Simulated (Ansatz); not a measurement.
`F[SiH2][AlH][Cl]` + H–F → `F[SiH2]F` + `[AlH2][Cl]`  (cleavage of the Si–Al bond)

Gas-phase electronic energies from Ansatz, PBE0-D4/def2-TZVP geometries. CCSD(T)/CBS adds triple-zeta CCSD(T) − MP2 to the extrapolated MP2 energy (def2 sets, frozen cores). This one scheme is used for every species. Functionals use def2-TZVPP. Each species was taken in one conformer, which may not be the lowest.

`F[SiH2][AlH][Cl]`:

```xyz
7

F     0.073    1.648    1.414
Si   -0.408    0.172    0.995
Al    0.421   -0.413   -1.249
Cl    1.583    1.004   -2.271
H     0.090   -0.775    2.032
H    -1.897    0.150    1.058
H     0.138   -1.787   -1.979
```

H–F:

Z-matrix (Å, degrees):
```
F
H 1 0.920
```

`F[SiH2]F`:

Cartesian coordinates in Å:
```
F 0.049 0.406 -1.500
Si 0.021 0.029 0.040
F -0.729 -1.359 0.192
H 1.410 -0.135 0.507
H -0.750 1.060 0.760
```

`[AlH2][Cl]`:

```xyz
4

Al    0.088    0.074    0.111
Cl   -1.068   -0.896   -1.345
H     1.277    0.979   -0.388
H    -0.298   -0.158    1.621
```

CCSD(T)/CBS gives -38.2 kcal/mol.

**Question.** Another level gave -40.2 kcal/mol. Which?
A. ωB97M-V/def2-TZVPP
B. LDA (SPW92)/def2-TZVPP
C. revPBE/def2-TZVPP
D. RPA@PBE/def2-TZVPP

**Answer.** A. ωB97M-V -40.2, RPA@PBE/def2-TZVPP -38.6, LDA (SPW92) -34.0, revPBE -33.1 kcal/mol.

Largest T1 diagnostic among the species: 0.012.

The D4 term adds +1.4 kcal/mol with B3LYP and +0.8 kcal/mol with PBE0; it sums over pairs of atoms, weighted by their polarisabilities, and B3LYP, whose exchange is more repulsive, gets the larger term. From BLYP to BHLYP (50 % exact exchange), in def2-TZVPP and without D4, ΔE moves by −3.4 kcal/mol. In def2-TZVPP, CCSD(T) changes the Hartree–Fock value by +6.4 kcal/mol (the triples alone add +0.8 kcal/mol) and MP2 by +4.6 kcal/mol.

B3LYP here is the variant with VWN-RPA as its local correlation; programs differ in this.
